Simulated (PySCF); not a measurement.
Correlation energy of Ar²⁺ (argon, charge +2)

[Ne] 3s2 3p4, high-spin 3P determinant. Computed with PySCF 2.14 in jorge-DZP-DKH (7s4p1d, 24 functions), with scalar relativity by spin-free X2C-1e. Frozen: [Ne]; 6 electrons correlated.

MP2 pair energies summed by pair of shells (mhartree):

```
 pair  energy  share (%)
3p-3p  -47.73       49.5
3s-3p  -41.29       42.8
3s-3s   -7.39        7.7
```

Total MP2 correlation energy: -96.41 mhartree.

Same-spin part -23.73 and opposite-spin part -72.69 mhartree; SCS-MP2 scales them by 1/3 and 6/5 to -95.13 mhartree.

```json
{"level": "CCSD", "correlation energy (mhartree)": "-115.41"}
{"level": "(T)", "correlation energy (mhartree)": "-1.05"}
{"level": "CCSD(T)", "correlation energy (mhartree)": "-116.46"}
```

Diagnostics: T1 = 0.0055, D1 = 0.0188, largest double amplitude 0.049.

Cost of the coupled-cluster step: 0.17 s of wall time on 1 thread of Intel(R) Xeon(R) Platinum 8259CL CPU @ 2.50GHz (shared host), for 6 correlated electrons.

Iterations:

```
CC2 = 0
CCSD nocc = (np.int64(4), np.int64(2)), nmo = (19, 19)
frozen orbitals [[0, 1, 2, 3, 4], [0, 1, 2, 3, 4]]
max_cycle = 100
direct = 0
conv_tol = 1e-08
conv_tol_normt = 1e-06
diis_space = 8
diis_start_cycle = 0
Init t2, MP2 energy = -0.096414341698362
Init E_corr(UCCSD) = -0.0964143416991756
cycle = 1  E_corr(UCCSD) = -0.111302722676016  dE = -0.014888381  norm(t1,t2) = 0.0320545
cycle = 2  E_corr(UCCSD) = -0.114227071910456  dE = -0.00292434923  norm(t1,t2) = 0.0097478
cycle = 3  E_corr(UCCSD) = -0.115428240388008  dE = -0.00120116848  norm(t1,t2) = 0.00351553
cycle = 4  E_corr(UCCSD) = -0.11540523902198  dE = 2.3001366e-05  norm(t1,t2) = 0.000298213
cycle = 5  E_corr(UCCSD) = -0.115408750766596  dE = -3.51174462e-06  norm(t1,t2) = 5.62931e-05
cycle = 6  E_corr(UCCSD) = -0.115408397389836  dE = 3.5337676e-07  norm(t1,t2) = 9.63244e-06
cycle = 7  E_corr(UCCSD) = -0.115408477772983  dE = -8.03831471e-08  norm(t1,t2) = 1.79101e-06
cycle = 8  E_corr(UCCSD) = -0.115408448047992  dE = 2.97249911e-08  norm(t1,t2) = 2.30854e-07
cycle = 9  E_corr(UCCSD) = -0.115408451907372  dE = -3.85938032e-09  norm(t1,t2) = 3.62304e-08
UCCSD converged
E(UCCSD) = -527.2196615765504  E_corr = -0.1154084519073724
UCCSD(T) correction = -0.00105215101808098
```
